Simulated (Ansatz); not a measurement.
Consider the formal exchange of groups at the Sn–F bond: `C[O][SnH]([NH2])[F]` + CH₄ → `C[O][SnH]([CH3])[NH2]` + H–F.

Calculated with Ansatz (gas phase, PBE0-D4/def2-TZVP geometries, no zero-point term in ΔE). CCSD(T)/CBS is the MP2 limit (def2-TZVPP, def2-QZVPP) plus CCSD(T) − MP2 in def2-TZVPP, frozen cores. This one scheme is used for every species. Functionals use def2-TZVPP. B3LYP here is the variant with VWN-RPA as its local correlation; programs differ in this. Elements past krypton have def2 core potentials. For Sn outer-core shells are correlated without core-valence functions, which leaves a few kJ/mol of doubt a bond. Each species was taken in one conformer, which may not be the lowest.

`C[O][SnH]([NH2])[F]`:

```xyz
11

C    -1.230   -1.312   -0.129
O     0.034   -1.157   -0.731
Sn    1.283    0.206   -0.107
N     0.479    2.042   -0.039
F     1.613   -0.148    1.753
H    -1.155   -1.757    0.869
H    -1.825   -1.980   -0.758
H    -1.776   -0.363   -0.039
H     2.712    0.005   -0.983
H    -0.254    2.202   -0.717
H     0.119    2.262    0.882
```

CH₄:

Z-matrix (Å, degrees):
```
C
H 1 1.090
H 1 1.090 2 109.5
H 1 1.090 2 109.5 3 -120.0
H 1 1.090 2 109.5 3 120.0
```

`C[O][SnH]([CH3])[NH2]`:

```xyz
14

C     2.004   -1.182    0.200
O     1.294   -0.054    0.627
Sn   -0.673    0.014    0.404
C    -1.086    0.355   -1.655
N    -1.338    1.580    1.481
H     3.052   -1.071    0.495
H     1.982   -1.310   -0.893
H     1.634   -2.116    0.652
H    -1.289   -1.434    1.077
H    -0.707   -0.472   -2.256
H    -2.161    0.448   -1.809
H    -0.596    1.277   -1.971
H    -1.155    1.497    2.473
H    -0.962    2.468    1.176
```

H–F:

Cartesian coordinates in Å:
```
F -0.296 -0.311 -0.166
H 0.296 0.311 0.166
```

```tsv
level	ΔE (kJ/mol)
ωB97M-V	87.8
B2PLYP	92.5
PBE	90.3
B3LYP	98.6
HF/def2-TZVPP	102.4
HF/def2-QZVPP	105.2
SCS-MP2/def2-QZVPP	83.7
MP2/CBS(def2)	75.7
```

Question: What does CCSD(T)/CBS give? (Best estimate.)

Answer: Ansatz gave: +79.5 kJ/mol. The listed levels differ from it by 8.3, 13.0, 10.8, 19.1, 22.9, 25.7, 4.2, -3.8 kJ/mol.

Largest T1 diagnostic among the species: 0.014.

In def2-TZVPP, CCSD(T) changes the Hartree–Fock value by −25.6 kJ/mol (the triples alone add −1.4 kJ/mol) and MP2 by −29.4 kJ/mol. The D4 term adds −6.1 kJ/mol with B3LYP and −3.5 kJ/mol with PBE0; it sums over pairs of atoms, weighted by their polarisabilities, and B3LYP, whose exchange is more repulsive, gets the larger term. From PBE to PBE0 (25 % exact exchange), in def2-TZVPP and without D4, ΔE moves by −5.7 kJ/mol.
